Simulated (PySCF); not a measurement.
RuO₄, SMILES [O]=[Ru](=[O])(=[O])=[O], multiplicity 1.

The structure is a stationary point at r2SCAN-D4/def2-SVP. The spin state was assumed, not searched. The isomer is the one that the SMILES or the coordinates give; other isomers of the formula were not compared. The def2 effective core potentials stand for the cores of Ru; spin–orbit coupling is left out.

Method: PBE/def2-TZVPD run with PySCF.

Symmetry labels are those of the subgroup D2 that the program uses (full group Td).

Q: List the valence orbital energies around the gap with their symmetry. (The exact figures need the calculation; the answer reports its results.)

A: 
```csv
orbital,symmetry,energy (eV)
HOMO−7,B3,-13.35
HOMO−6,A,-10.61
HOMO−5,B1,-9.65
HOMO−4,B2,-9.65
HOMO−3,B3,-9.65
HOMO−2,B1,-8.88
HOMO−1,B2,-8.88
HOMO,B3,-8.88
LUMO,A,-5.62
LUMO+1,A,-5.62
LUMO+2,B1,-3.46
LUMO+3,B2,-3.46
```
